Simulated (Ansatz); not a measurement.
Two structures of ZrH₃OF₃, closed shell, reached by relaxing down either side of one saddle point (PBE0-D4/def2-TZVP). Energies are electronic, without zero-point energy. Ansatz 0.2.0; basis: def2-TZVPP and def2-QZVPP; cores frozen in the correlated methods. Core potentials replace the inner electrons of the atoms past krypton. Extrapolation: Hartree–Fock as exp(−7.88 √X), correlation as X^−2.97. First:

Zr1  (-0.734, -0.441, 0.171)
O2  (0.433, 0.298, 1.476)
F3  (0.161, -1.765, -0.868)
F4  (-2.179, -1.293, 1.064)
F5  (-1.468, 0.927, -0.935)
H6  (1.583, 0.487, -1.511)
H7  (1.190, 1.123, -1.534)
H8  (1.013, 0.663, 2.137)
(Å)

Second:

Zr1  (-0.659, -0.252, -0.564)
O2  (1.136, 0.078, 0.948)
F3  (0.048, -1.993, -0.844)
F4  (-1.506, 0.144, 1.115)
F5  (-2.097, -0.099, -1.794)
H6  (1.827, 0.677, 0.649)
H7  (0.411, 1.074, -1.327)
H8  (0.841, 0.370, 1.817)
(Å)

Question: Which bonds change from the first to the second?

Answer: ZrHOF₃ ([OH][Zr]([F])([F])[F]) + H₂ → ZrHF₃ ([F][ZrH]([F])[F]) + H₂O (still joined by a long Zr–O bond); bonds formed: Zr1–H7, O2–H6; bonds broken: H6–H7; bonds weakened to dative contacts: Zr1–O2.

Question: Give the saddle point's structure and its height above each. (To be estimated.)

Answer: By the calculation: 34.62 kcal/mol above the first and 12.37 kcal/mol above the second (CCSD(T) at an estimated basis limit (MP2 extrapolated from triple and quadruple zeta, plus CCSD(T) − MP2 in triple zeta)).
```xyz
8
angstrom
Zr -0.5497 -0.3929 -0.3268
O 1.1023 0.1269 0.9485
F -0.1504 -2.1693 -0.8368
F -1.7349 -0.2785 1.1530
F -1.6754 0.3182 -1.6820
H 1.1489 0.8064 -0.0401
H 0.7737 1.0018 -1.0071
H 1.0857 0.5874 1.7913
```

T1 diagnostic: at most 0.018.

Labels in which every atom is bracketed show which atoms are joined, not bond orders.

For scale, one of the runs: CCSD(T)/def2-TZVPP, 222 basis functions, launched by `ansatz run in.yaml --threads 8 --pin off --events-out ev --progress --plain --max-ram 19148MiB`. Hardware: 8 CPU threads of an AMD EPYC 9R45, shared host. Wall time 35 s; peak host memory 4.5 GiB.
